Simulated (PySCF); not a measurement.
## Structure from NMR data

An unknown has the formula C2H11ClOSi4. Its calculated NMR data are:

1H NMR (300 MHz, computed): δ 4.94 (s, 2H), 3.88 (s, 6H), 2.50 (s, 3H).

13C{1H} NMR (computed): δ 258.5 (C), 40.5 (CH3).

PySCF 2.14.0 with density-fitted response routines calculation with σ from GIAO-PBE0/pcSseg-1 and GFN2-xTB geometry; gas phase, one conformer, rapidly exchanging positions averaged, non-relativistic Hamiltonian.

δ = σ(ref) − σ, references computed at the same level: TMS for 1H (σ = 31.72 ppm), 13C (σ = 186.93 ppm).

**Question.** Propose a structure and justify it.

**Answer.** 
1. The formula gives 1 degree of unsaturation (no ring in the answer).
2. 2 carbon signals for 2 carbons: no two carbons are equivalent.
3. Carbon types of the structure: 1 × C, 1 × CH3, leaving 8 H on heteroatoms.
4. δC 258.5: carbonyl carbon.
5. δC 40.5: methyl carbon α to a carbonyl; the adjacent C=O deshields it moderately.
6. δH 4.94: hydrogen on a silicon bonded to C, Si.
7. δH 3.88: hydrogen on a silicon bonded to Si.
8. δH 2.50: hydrogen on a methyl carbon α to a carbonyl; α to C=O.

The compound is SMILES Cl[Si]([SiH2]C(C)=O)([SiH3])[SiH3].

The shifts were computed for this structure.

Shifts are as computed. Against solution values, carbons near 30 ppm lie about +3 ppm off and those near 130 ppm about +5 ppm. Of 1309 compounds with measured shifts, 239 miss one by over three times the rms of a fit or turn the order of signals round; such compounds aren't used in these exercises. No couplings were computed; multiplicities are counted from neighbouring protons, with m where these are inequivalent, close in shift, in a saturated or five-membered ring or joined by F or P, and br s for small geminal =CH2 splittings.
